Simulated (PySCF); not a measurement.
Atoms are numbered as in `[CH:1]#[C:2][C@@H:3]1[CH2:4][SiH2:5][SiH2:6][C@@H:7]([F:8])[SiH2:9]1`. Hydrogens are named by the atom that carries them. Ha(C4), Ha(Si5), Ha(Si6), Ha(Si9) are cis to C2 on the ring; Hb(C4), Hb(Si5), Hb(Si6), Hb(Si9) are trans to C2 on the ring.

- GFN2-xTB structure
- shieldings: GIAO PBE0/pcSseg-1
- program: PySCF
- in vacuum, non-relativistic Hamiltonian, single conformer

δ = σ(ref) − σ, references computed at the same level: 13C vs TMS.

Problem. Do the 13C shifts follow the atomic charges (in e)? Tabulate both.

Solution. 
```json
{"atoms": "C2", "hybridisation": "sp", "δ (ppm)": "92.2", "σ para (ppm)": "-162", "Hirshfeld": "-0.04", "IAO": "-0.03", "Mulliken": "+0.31", "ESP-fitted": "-0.22"}
{"atoms": "C7", "hybridisation": "sp3", "δ (ppm)": "82.7", "σ para (ppm)": "-149", "Hirshfeld": "-0.11", "IAO": "-0.35", "Mulliken": "-0.37", "ESP-fitted": "-0.19"}
{"atoms": "C1", "hybridisation": "sp", "δ (ppm)": "75.6", "σ para (ppm)": "-147", "Hirshfeld": "-0.13", "IAO": "-0.27", "Mulliken": "-0.40", "ESP-fitted": "-0.36"}
{"atoms": "C4", "hybridisation": "sp3", "δ (ppm)": "17.0", "σ para (ppm)": "-81", "Hirshfeld": "-0.15", "IAO": "-0.51", "Mulliken": "-0.47", "ESP-fitted": "-0.41"}
{"atoms": "C3", "hybridisation": "sp3", "δ (ppm)": "10.5", "σ para (ppm)": "-74", "Hirshfeld": "-0.09", "IAO": "-0.38", "Mulliken": "-0.55", "ESP-fitted": "+0.30"}
```

Correlation coefficients of δ with charge over these carbons: Hirshfeld +0.46, IAO +0.76, Mulliken +0.68, ESP-fitted -0.42; with the paramagnetic shielding -1.00. With so few points, grouped by hybridisation, these coefficients are fragile. Charge is one influence among several: hybridisation and low-lying excitations act through the paramagnetic term.

Shifts are as computed. Against solution values, carbons near 30 ppm lie about +3 ppm off and those near 130 ppm about +5 ppm. Of 1211 compounds with measured shifts, 218 miss one by over three times the rms of a fit or turn the order of signals round; such compounds aren't used in these exercises.
